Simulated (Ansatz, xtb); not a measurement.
**C4H7BrO: which of two isomers lies lower**

Structure X is `CC1(Br)COC1`, a singlet and structure Y is `C[C@@H]1OC[C@@H]1Br`, a singlet. Both are isolated molecules in the gas phase, relaxed with PBE-D3(BJ)/def2-SVP.

X (Å):

```yaml
atoms:
  - { symbol: C, position_ang: [1.0780, -1.1914, -1.6693] }
  - { symbol: C, position_ang: [0.7939, -0.5357, -0.3304] }
  - { symbol: C, position_ang: [-0.7010, -0.3878, 0.0229] }
  - { symbol: C, position_ang: [0.7695, 1.0072, -0.3483] }
  - { symbol: Br, position_ang: [1.9216, -1.3520, 1.0695] }
  - { symbol: O, position_ang: [-0.6735, 0.9937, -0.3958] }
  - { symbol: H, position_ang: [0.8546, -2.2757, -1.6388] }
  - { symbol: H, position_ang: [0.4354, -0.7200, -2.4425] }
  - { symbol: H, position_ang: [2.1376, -1.0581, -1.9627] }
  - { symbol: H, position_ang: [-1.4144, -1.0036, -0.5676] }
  - { symbol: H, position_ang: [-0.9158, -0.5027, 1.1094] }
  - { symbol: H, position_ang: [1.1637, 1.4701, 0.5845] }
  - { symbol: H, position_ang: [1.2260, 1.5010, -1.2340] }
```

Y (Å):

```xyz
13

C    -0.0832   -1.9859   -0.5247
C     0.2518   -0.7591    0.2969
C     1.4802    0.7488   -0.4616
C     1.7396   -0.3896    0.5317
Br    3.1362   -1.6836    0.0944
O     0.0637    0.4821   -0.4398
H     0.5235   -2.0267   -1.4503
H     0.1070   -2.9104    0.0569
H    -1.1554   -1.9591   -0.8033
H    -0.3460   -0.7505    1.2375
H     1.9351    0.5874   -1.4656
H     1.7330    1.7733   -0.1096
H     1.9553   -0.0580    1.5625
```

Quicker runs give these differences E(Y) − E(X): GFN2-xTB −0.016 eV; HF/STO-3G −0.095 eV (at GFN2-xTB geometries); r2SCAN-D4/def2-SVP −0.063 eV (at GFN2-xTB geometries).

Question: Estimate E(Y) − E(X) at the level CCSD(T)/def2-SVP + ΔMP2/def2-TZVPP.

Answer: CCSD(T)/def2-SVP + ΔMP2/def2-TZVPP gives E(Y) − E(X) = −0.032 eV, slightly favouring structure Y, which is too small a margin to settle the true order.

How the difference moves with the method:

```csv
level,geometry,E(Y) − E(X) (eV),departure from the last row (eV),"job, with rough time for the two"
GFN2-xTB,GFN2-xTB,−0.016,+0.016,"optimisation, 0.26 s"
HF/STO-3G,GFN2-xTB,−0.095,−0.063,"single point, 1.1 s"
r2SCAN-D4/def2-SVP,GFN2-xTB,−0.063,−0.031,"single point, 6.9 s"
PBE-D3(BJ)/def2-SVP,PBE-D3(BJ)/def2-SVP,−0.070,−0.038,"optimisation, 45 s"
HF/def2-SVP,PBE-D3(BJ)/def2-SVP,−0.073,−0.041,part of the CCSD(T) run
MP2/def2-SVP,PBE-D3(BJ)/def2-SVP,−0.016,+0.016,part of the CCSD(T) run
CCSD(T)/def2-SVP,PBE-D3(BJ)/def2-SVP,−0.029,+0.002,single point
CCSD(T)/def2-SVP + ΔMP2/def2-TZVPP,PBE-D3(BJ)/def2-SVP,−0.032,,"single point, 1.8 min"
```

As drawn, both hold the same kinds of bond in the same numbers.

The largest departure from CCSD(T)/def2-SVP + ΔMP2/def2-TZVPP is that of HF/STO-3G, 0.063 eV. The last row adds to CCSD(T) the change of the MP2 difference between the two basis sets, here −0.002 eV.

With thermal terms from frequencies at re-optimised GFN2-xTB minima (ideal gas, soft modes damped towards free rotors, one conformer each, 298.15 K, 1 atm): on the last row, ΔE + ΔZPE = −0.023, ΔH = −0.025, ΔG = −0.028 eV.

The correlated steps freeze 14 core orbitals; the filled d shell of Br is correlated, in a basis made for valence electrons. Mirror images aren't counted in ΔG. Run with Ansatz 0.2.0, xtb 6.7.1; the last row on 2 threads of Intel(R) Xeon(R) Platinum 8259CL CPU @ 2.50GHz (Skylake/Cascade Lake) on a shared host.
